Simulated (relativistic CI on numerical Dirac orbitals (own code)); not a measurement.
**V⁵⁺: M2,3 absorption edge**

Computed with this model: Dirac-Coulomb-Breit CI, separate exchange-only KLI orbitals for each configuration, a model potential for QED, valence Slater integrals scaled by 0.7, multiplet model of core-to-valence dipole absorption; configurations [Ne] 3s2 3p6 → [Ne] 3s2 3p5 3d; 80 K; Lorentzian 1.2 eV and Gaussian 0.3 eV FWHM. Energies are those of the free ion, without screening or charge transfer. The branching ratio is the share of the lower-energy edge in the whole absorption, uncertain by about 0.02 where the edges overlap. S is read from ⟨S²⟩ = S(S + 1).

Field parameters in Wybourne normalisation: Oh B⁴₀ = 21Dq, B⁴₄ = √(5/14) B⁴₀. The field is a parameter set, without covalency.

Peaks in eV (height, largest 100): 53.2 (100).

(1) Which surroundings give this spectrum?
A. Oh, 10Dq = 20650 cm⁻¹
B. Oh, 10Dq = 42800 cm⁻¹
C. free ion
D. Oh, 10Dq = 35400 cm⁻¹

## Answers

(1) C. free ion, where the ground state has S = 0.00.
